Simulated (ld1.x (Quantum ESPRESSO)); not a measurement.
# Si, TM: configuration errors across variants

```
Element                 : silicon
Generator               : ld1.x (Quantum ESPRESSO) 7.5
Type                    : norm-conserving Troullier–Martins (Kleinman–Bylander form)
Functional              : LDA (PZ)
Relativity              : scalar-relativistic
Frozen core             : [Ne]
Valence charge          : 4
Reference configuration : 3s2 3p1.75 (charge +0.25)
Partial waves           : 3p (bound): rc 1.90 bohr; 3d channel at -0.1 Ry: rc 1.65 bohr; 3s (bound): rc 1.85 bohr
Local potential         : the s channel
Core correction         : none
```

All-electron excitation energies from the reference (eV): (1) 3s2 3p2 -1.258; (2) 3s2 3p1 6.571; (3) 3s2 3p0 22.686; (4) 3s1 3p2 13.985; (5) 3s2 3p1.5 1.707; (6) 3s1 3p0 56.830; (7) 3s1 3p3 5.549; (8) 3s2 3p1.75 spin -0.505; (9) 3s2 3p2 spin -1.869.

Spin tests fill each open shell by Hund’s rule, majority spin first.

Errors AE − PS in meV (a dash: test not solved or not reliable):

| change | (1) | (2) | (3) | (4) | (5) | (6) | (7) | (8) | (9) | bound ghosts |
| --- | --- | --- | --- | --- | --- | --- | --- | --- | --- | --- |
| base | +0.2 | +3.0 | +34 | +13 | +0.2 | +225 | +3.1 | +36 | +41 | none |
| all radii scaled by about 0.76 (s 1.40, p 1.44, d 1.26 bohr) | +0.2 | +3.0 | +31 | +17 | +0.2 | +214 | +4.9 | +35 | +40 | none |
| all radii scaled by about 0.84 (s 1.56, p 1.60, d 1.40 bohr) | +0.2 | +2.8 | +31 | +15 | +0.2 | +218 | +4.2 | +35 | +40 | none |
| all radii scaled by about 0.96 (s 1.78, p 1.82, d 1.58 bohr) | +0.2 | +2.9 | +33 | +14 | +0.1 | +224 | +3.3 | +36 | +41 | none |
| all radii scaled by about 1.10 (s 2.04, p 2.10, d 1.82 bohr) | +0.3 | +3.6 | +40 | +12 | +0.2 | +228 | +2.0 | +37 | +42 | none |
| all radii scaled by about 1.27 (s 2.36, p 2.42, d 2.10 bohr) | +0.4 | +6.0 | +56 | +8.8 | +0.4 | +227 | -1.2 | +37 | +43 | none |
| all radii scaled by about 1.39 (s 2.56, p 2.64, d 2.28 bohr) | +0.6 | +8.0 | +69 | +5.9 | +0.6 | +224 | -4.0 | +38 | +44 | none |

Problem. Give the same row for: all radii scaled by about 1.19 (s 2.20, p 2.26, d 1.96 bohr).

Solution. +0.4, +4.6, +47, +11, +0.3, +229, +0.7, +37, +42; bound ghosts: none.
